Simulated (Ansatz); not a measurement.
Ansatz (an electronic-structure program) input (SVWN5/def2-TZVPD):

Ansatz 0.2 input:
```yaml
crystal:
  periodic: [false, false, false]
  atoms:
    - {symbol: Mg, position_ang: [-0.00000000, -0.00000000, -0.73115577]}
    - {symbol: F, position_ang: [0.00000000, 0.00000000, 0.97487436]}
basis:
  gaussian:
    orbitals: def2-TZVPD
hamiltonian:
  xc: {name: SVWN5}
total_charge: 2
magnetization: {spin_polarized: true, initial_magnetization: 1}
```

End of the output:

```
integrals: 0.01 GiB planned
505 factors; their error is unknown
mean field: 0.16 GiB planned
mean field evaluation 1: about -8073.2267 eV, gradient 9.0e1 eV
mean field evaluation 2: about -7993.8668 eV, gradient 1.5e2 eV
mean field evaluation 4: about -8092.4013 eV, gradient 1.0e1 eV
mean field evaluation 8: about -8092.6098 eV, gradient 7.0e-1 eV
mean field evaluation 16: about -8092.5951 eV, gradient 4.1e-5 eV
mean field evaluation 32: about -8092.5951 eV, gradient 2.4e-5 eV
mean field -8092.59506030 eV, -297.3973831082 hartree, gradient 3.3e-5 eV, S^2 0.751313; 6 other end points of the search recorded, 0 dependent functions left out
reference -8092.59508299 eV, -297.3973839421 hartree; 10, 9 occupied and 65, 66 virtual orbitals, 505 factors
Total energy: -8092.59508299 eV, -297.3973839421 hartree
```

This state (charge 2, doublet) is run at the relaxed geometry of the species with charge 1 and multiplicity 1.
